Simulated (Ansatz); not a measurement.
Single points on [NbS4]3- (NbS4³⁻).

```yaml
crystal:
  periodic: [false, false, false]
  atoms:
    - {symbol: Nb, position_ang: [-0.000322, 0.000027, -0.000123]}
    - {symbol: S, position_ang: [0.011131, -0.017950, 2.329852]}
    - {symbol: S, position_ang: [2.193029, 0.011015, -0.786689]}
    - {symbol: S, position_ang: [-1.106251, 1.906112, -0.756917]}
    - {symbol: S, position_ang: [-1.097587, -1.899205, -0.786124]}
basis:
  gaussian: {orbitals: def2-TZVPD, initial_orbitals: start.molden}
total_charge: -3
hamiltonian: {xc: hse06, dispersion: d4}
scf: {omitted_lower_state_checks: [starts]}
output: {orbitals: {seedname: orbitals}}
```

The file start.molden holds the orbitals of an earlier run on this structure, at another level or in another basis.

```sh
$ ansatz run in.yaml --threads 4 --pin off --events-out ev --progress --plain --max-ram 3916MiB
```

Output, abridged:

```
Functional definition: HSE06
  name "HSE06"
  cite "Heyd, Scuseria & Ernzerhof, J. Chem. Phys. 118, 8207 (2003) doi:10.1063/1.1564060"
  cite "Krukau, Vydrov, Izmaylov & Scuseria, J. Chem. Phys. 125, 224106 (2006) doi:10.1063/1.2404663"
  cite "Heyd & Scuseria, J. Chem. Phys. 120, 7274 (2004) doi:10.1063/1.1668634"
  cite "Ernzerhof & Perdew, J. Chem. Phys. 109, 3313 (1998) doi:10.1063/1.476928"
  cite "Perdew, Burke & Ernzerhof, Phys. Rev. Lett. 77, 3865 (1996) doi:10.1103/PhysRevLett.77.3865"
  parent pbe
  parameter a = 0.25
  parameter omega = 0.11/bohr
  # The whole range is PBE's own exchange, as in plane waves. The composition of these papers is wPBEh.
  exchange = pbe_x - a*pbe_x_sr(omega) + a*exact_x_sr(omega)
  correlation = pbe_c
these checks for a lower state are left out or cut short: starts
1631 factors; their error is unknown
113 factors; integrals over basis functions are off by at most 1.9e-5 eV
mean field evaluation 1: about -44878.6127 eV, gradient 5.0e-1 eV
mean field evaluation 2: about -44878.6134 eV, gradient 7.6e-4 eV
mean field evaluation 4: about -44878.7417 eV, gradient 2.1e-5 eV
mean field -44878.74167973 eV, -1649.2633368263 hartree, gradient 5.2e-5 eV, S^2 0.000000; 0 other end points of the search recorded, 0 dependent functions left out
reference -44878.74171710 eV, -1649.2633381997 hartree; 40, 40 occupied and 184, 184 virtual orbitals, 1631 factors
Total energy: -44879.01091292 eV, -1649.2732309638 hartree
Checks for a lower state left out: starts
```

Run time 12 s (4 threads of Intel Xeon on a shared host), peak host memory 0.84 GiB.

The first input with `hamiltonian: {xc: {name: BHLYP}, dispersion: d4}` (abridged; 13 s):

```
Functional definition: BHLYP
mean field -44891.17477039 eV, -1649.7202444805 hartree, gradient 7.6e-5 eV, S^2 0.000000
Total energy: -44891.67748364 eV, -1649.7387188519 hartree
Checks for a lower state left out: starts
```

First input, but with `hamiltonian: {xc: {name: PBE-QIDH}}` and without the key `output` (abridged; 23 s):

```
Functional definition: PBE-QIDH
mean field -44855.92210476 eV, -1648.4247329140 hartree, gradient 1.1e-6 eV, S^2 0.000000
20 core orbitals not correlated: weight in the atoms' cores, before any rotation towards them, 1.000 or more for the frozen orbitals, at most 0.000 for the correlated occupied ones
second order -36.75799995 eV of doubles, -0.00000000 eV of singles
Total energy: -44868.17478443 eV, -1648.8750105865 hartree
Checks for a lower state left out: starts
```

First input, but with `hamiltonian: {xc: pbe, dispersion: d4}` (abridged; 6 s):

```
Functional definition: PBE
mean field -44877.69073798 eV, -1649.2247154296 hartree, gradient 8.8e-6 eV, S^2 0.000000
Total energy: -44878.00353337 eV, -1649.2362104479 hartree
Checks for a lower state left out: starts
```

The first input with `hamiltonian: {xc: pbe}`, `correlation: {method: rpa}` and without the key `output` (abridged; 17 s):

```
Functional definition: PBE
mean field -44877.69072971 eV, -1649.2247151256 hartree, gradient 3.5e-6 eV, S^2 0.000000
20 core orbitals not correlated: weight in the atoms' cores, before any rotation towards them, 1.000 or more for the frozen orbitals, at most 0.000 for the correlated occupied ones
Total energy: -44848.98415565 eV, -1648.1697679868 hartree
Checks for a lower state left out: starts
```

First input, but with `gaussian: {orbitals: def2-SVPD, initial_orbitals: start.molden}`, `correlation: {method: ccsd_t}` and without the key `hamiltonian` (abridged; 49 s):

```
Functional definition: HF
mean field -44789.33146107 eV, -1645.9775718950 hartree, gradient 7.5e-6 eV, S^2 0.000000
20 core orbitals not correlated: weight in the atoms' cores, before any rotation towards them, 1.000 or more for the frozen orbitals, at most 0.000 for the correlated occupied ones
second order -26.06040316 eV of doubles, -0.00000000 eV of singles
cycle   1  -23.72691589 eV  change     2.3e0 eV  update   3.3e-1
cycle   2  -25.18479750 eV  change    -1.5e0 eV  update   2.5e-1
cycle   3  -25.48777908 eV  change   -3.0e-1 eV  update   5.2e-2
cycle   4  -25.49658985 eV  change   -8.8e-3 eV  update   2.5e-2
cycle   5  -25.47857513 eV  change    1.8e-2 eV  update   5.9e-3
cycle   6  -25.47844559 eV  change    1.3e-4 eV  update   2.8e-3
cycle   7  -25.47713768 eV  change    1.3e-3 eV  update   1.1e-3
cycle   8  -25.47748351 eV  change   -3.5e-4 eV  update   4.3e-4
cycle   9  -25.47802013 eV  change   -5.4e-4 eV  update   1.4e-4
cycle  10  -25.47802374 eV  change   -3.6e-6 eV  update   5.2e-5
cycle  11  -25.47794393 eV  change    8.0e-5 eV  update   1.8e-5
cycle  12  -25.47793268 eV  change    1.1e-5 eV  update   1.2e-5
perturbative correction -1.79004797 eV, -0.0657830495 hartree
Total energy: -44816.59944172 eV, -1646.9796517009 hartree
Checks for a lower state left out: starts
```

As the first input, with `hamiltonian: {xc: hf}` (abridged; 9.6 s):

```
Functional definition: HF
mean field -44803.86349350 eV, -1646.5116142367 hartree, gradient 6.5e-6 eV, S^2 0.000000
Total energy: -44803.86349350 eV, -1646.5116142367 hartree
Checks for a lower state left out: starts
```

Geometry: B3LYP-D4/def2-SVPD.

In the def2 sets Nb takes a core potential; there is no spin–orbit coupling. HSE06 is defined as in plane-wave codes, on full-range PBE exchange. Correlated methods freeze 20 core orbitals; core or outer-core shells of Nb are correlated, in sets that lack core-valence functions. A multiply charged anion in the gas phase is held together partly by the finite basis. Removing one electron lowers the energy by 4.36 eV at PBE0-D4/def2-TZVPD, so it isn't bound. At HSE06-D4/def2-TZVPD, BHLYP-D4/def2-TZVPD, PBE-D4/def2-TZVPD, CCSD(T)/def2-SVPD and others the highest occupied level of the charge -3 singlet lies above zero (up to 6.49 eV). By energy differences it is unbound by 4.58 eV (vertical, against the charge -2 doublet, at PBE-D4/def2-TZVPD) and held by the finite basis.
